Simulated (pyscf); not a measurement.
**`[F][Mo]([F])([F])([F])([F])[F]`, singlet**

Gas-phase minimum from PySCF at ωB97X-D3(BJ)/def2-SVP, one conformer. 

```xyz
7

F     -2.0432    -0.9221     0.1066
Mo    -0.4469    -1.3075    -0.6669
F      1.1496    -1.6928    -1.4402
F     -0.2574     0.4339    -1.1451
F     -0.6371    -3.0490    -0.1891
F     -1.2878    -1.6474    -2.2393
F      0.3948    -0.9682     0.9051
```
Charge 0, spin multiplicity 1.

Bonded distances (Å): F1–Mo2 1.815, Mo2–F3 1.815, Mo2–F4 1.816, Mo2–F5 1.816, Mo2–F6 1.815, Mo2–F7 1.815. Angles (°): F1–Mo2–F3 180.0, F1–Mo2–F4 90.0, F1–Mo2–F5 90.0, F1–Mo2–F6 90.1, F1–Mo2–F7 89.9, F3–Mo2–F4 90.0, F3–Mo2–F5 90.0, F3–Mo2–F6 89.9, F3–Mo2–F7 90.0, F4–Mo2–F5 180.0, F4–Mo2–F6 90.0, F4–Mo2–F7 90.0, F5–Mo2–F6 90.0, F5–Mo2–F7 90.0 (the first ones only).

Properties at ωB97X-D3(BJ)/def2-SVP:

```json
{
 "harmonic_wavenumbers_unscaled": "128, 128, 129, 263, 263, 264, 318, 319, 319, 679, 680, 775, 776, 776, 777 cm⁻¹",
 "zero_point_energy": "9.4 kcal/mol",
 "rotational_symmetry_number": "24",
 "Entropy of this conformer at 298 K and 1 atm, rigid rotor and harmonic oscillator, modes under 100 cm⁻¹ raised to 100": "347.4 J/(mol K)",
 "dipole_moment": "0.00 D"
}
```

Single-point totals, which compare only within one level:

```csv
level,total energy (hartree)
ωB97X-D3(BJ)/def2-TZVP,-667.77619
PBE/def2-TZVP,-667.26334
r²SCAN/def2-TZVP,-667.58475
B3LYP-D3(BJ)/def2-TZVP,-667.78214
PBE0-D3(BJ)/def2-TZVP,-667.16428
M06-2X/def2-TZVP,-667.37564
ωB97M-D3(BJ)/def2-TZVP,-667.77849
```

Elements past Kr carry the def2 core potentials, without spin-orbit coupling.
